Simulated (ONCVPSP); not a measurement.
**Plane-wave convergence, ONCV potential for phosphorus (P)**

ONCVPSP 4.0.1 input, shortened (lines: element, Z, core and valence counts, functional; n l f; lmax; l rc ep ncon nbas qcut; lloc lpopt rc5 dvloc0; l nproj debl; icmod fcfact rcfact), PBE, non-relativistic:

```
  P 15.00    1    4        4      upf
    1    0    2.00
    2    0    2.00
    2    1    6.00
    3    0    2.00
    3    1    3.00
    2
    0    0.95    0.00    5    8    9.70
    1    0.80    0.00    4    8   15.40
    2    0.95    0.34    4    7    9.40
    4    2    0.70   -1.00
    0    2    2.60
    1    3    3.70
    2    2    1.40
    1    0.35    0.00
```

For each optimised wave give the share of its norm inside rc, the residual kinetic energy above qcut (Ha) and the cutoffs (Ha) for errors of 10, 1, 0.1 and 0.01 mHa per electron.

```
         wave  norm inside rc  residual KE  10 mHa  1 mHa  0.1 mHa  0.01 mHa
           2s           0.953      7.8e-05    27.9   35.4     44.2     175.8
           3s           0.061      1.5e-04    21.5   29.6     56.4     203.1
           2p           0.896      1.7e-04    91.8  106.5    147.6     328.3
           3p           0.028      5.3e-05    73.8   96.8    114.3     175.8
p projector 3           0.030      1.5e-04    81.0  104.0    121.9     188.1
d projector 1           0.032      2.4e-04    19.0   34.8     56.0     173.2
d projector 2           0.081      9.9e-04    29.4   44.3     82.5     230.7
```

The occupied waves need 107 Ha and 148 Ha for 1 and 0.1 mHa.
